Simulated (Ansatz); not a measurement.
**One arrangement of a pair**

The pair of Cl⁻ (SMILES [Cl-], atom 1) and Si2H6 (SMILES [SiH3][SiH3], atoms 2–9), both closed shells, in one local arrangement (a lower one may exist), relaxed at PBE0-D4/def2-TZVPD:

```
9
angstrom
Cl -0.7887 -1.0625 -2.0727
Si 0.4969 0.9819 -0.4317
Si -0.3556 -0.7916 0.8030
H 1.1339 1.9682 0.5371
H 1.6260 0.6274 -1.3307
H -0.5278 1.8105 -1.1189
H -1.8368 -0.9117 0.7770
H -0.0642 -0.5268 2.2733
H 0.3162 -2.0955 0.5634
```

Ansatz 0.2.0; basis: def2-TZVPPD, with def2-QZVPPD for the basis limit; cores frozen in the correlated methods. B3LYP uses VWN-RPA correlation. Extrapolation: Hartree–Fock as exp(−7.88 √X), correlation as X^−2.97. Interaction energies count from these two fragments, frozen as in the pair, with the counterpoise correction; negative means bound.

(1) What is the interaction energy by CCSD(T) at an estimated basis limit (MP2 extrapolated from triple and quadruple zeta, plus CCSD(T) − MP2 in triple zeta)? (An estimate is asked for; the value comes from the calculation.)

No T1 diagnostic of these runs exceeds 0.014.

## Answers

(1) The calculation gives: -19.37 kcal/mol. Hartree–Fock alone gives -11.01 kcal/mol at the basis limit. It counts from the two fragments frozen as in the pair.

The same quantity by other methods in triple zeta, and each one's difference from that estimate:
| method | E_int (kcal/mol) | difference |
| --- | --- | --- |
| PBE-D4 | -20.96 | -1.59 |
| revPBE-D4 | -21.65 | -2.28 |
| BLYP-D4 | -18.79 | 0.58 |
| r2SCAN-D4 | -20.00 | -0.62 |
| B97M-V | -19.78 | -0.41 |
| PBE0-D4 | -20.70 | -1.33 |
| B3LYP-D4 | -18.83 | 0.55 |
| HSE06-D4 | -20.65 | -1.28 |
| wB97X-V | -18.65 | 0.73 |
| wB97M-V | -19.96 | -0.59 |
| B2PLYP | -16.00 | 3.37 |
| HF | -10.70 | 8.67 |
| MP2 | -18.34 | 1.03 |
| CCSD | -16.17 | 3.21 |
| CCSD(T) | -17.27 | 2.10 |
Differences are method less estimate.

Energy to bend the free fragments (PBE0-D4 minima) into their shapes in the pair, CCSD(T)/def2-TZVPPD: Si2H6 4.06 kcal/mol. This must be added to the interaction energy to get the binding energy from relaxed fragments.

Basis-set superposition shift (counterpoise-corrected less uncorrected): CCSD(T) 1.66; MP2 1.55; HF 0.11; PBE0-D4 0.14; wB97M-V 0.14 kcal/mol.

For scale, one of the runs: CCSD(T)/def2-TZVPPD, 249 basis functions, launched by `ansatz run in.yaml --threads 4 --pin off --events-out ev --progress --plain --max-ram 9574MiB`. The run took 36 s on 4 CPU threads of an Intel Xeon Platinum 8488C (shared host), with 4.6 GiB of host memory at its peak.
